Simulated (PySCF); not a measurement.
C2H6O3Si, singlet, geometry from GFN2-xTB. Base run: B3LYP/6-31G, polarisability (PySCF).

PySCF was given this input:
```python
from pyscf import gto, scf, dft
from pyscf.prop import polarizability

mol = gto.Mole()
mol.atom = '''
    Si   -1.37494538   -0.07350193    0.01168100
    O    -2.18241473    1.32196037    0.11485808
    O     0.22472156    0.40150912   -0.04024002
    C     1.23517379   -0.45714464   -0.01840586
    C     2.57350943    0.22902634   -0.07082160
    O     1.07330766   -1.64556268    0.03955408
    H    -1.66454745   -0.77056651    1.24832185
    H    -1.65460822   -0.78771851   -1.22664809
    H    -1.88182727    2.11784552   -0.31728216
    H     3.36866924   -0.50995291   -0.07532119
    H     2.62935156    0.84497997   -0.96551521
    H     2.67518221    0.87989474    0.79489864
'''
mol.basis = '6-31g'
mol.verbose = 3
mol.build()

mf = dft.RKS(mol)
mf.xc = 'b3lyp'
mf.kernel()
alpha = mf.Polarizability().polarizability()[2, 2]
print('alpha_zz =', alpha)
```

The base run was repeated with changes; each row names its change, and settings that it needs were set with it.

```tsv
change	alpha_zz (bohr³)	basis functions	core-seconds (rough)
base	36.93	70	10
basis = 6-31+G*	…	…	30
basis = cc-pVDZ	40.55	118	30
basis = def2-SVP	…	118	30
finite field (a.u.) = 0.005; conv_tol = 1e-11	36.93	70	10
finite field (a.u.) = 0.001; conv_tol = 1e-6	37.21	70	9
functional = hf	35.41	70	1
basis = STO-3G	18.23	40	7
finite field (a.u.) = 2e-4; conv_tol = 1e-11	36.93	70	10
finite field (a.u.) = 0.02; conv_tol = 1e-11	36.95	70	10
functional = pbe0	36.95	70	10
functional = pbe	37.76	70	10
```

Task: Fill in the missing entries.

Result: 
- basis = 6-31+G*, alpha_zz (bohr³): 45.24
- basis = 6-31+G*, basis functions: 124
- basis = def2-SVP, alpha_zz (bohr³): 40.23

Finite-field rows take the second difference of the energy in a field along z; a small field with loose convergence shows SCF noise divided by the square of the field, and a large one adds hyperpolarisability.
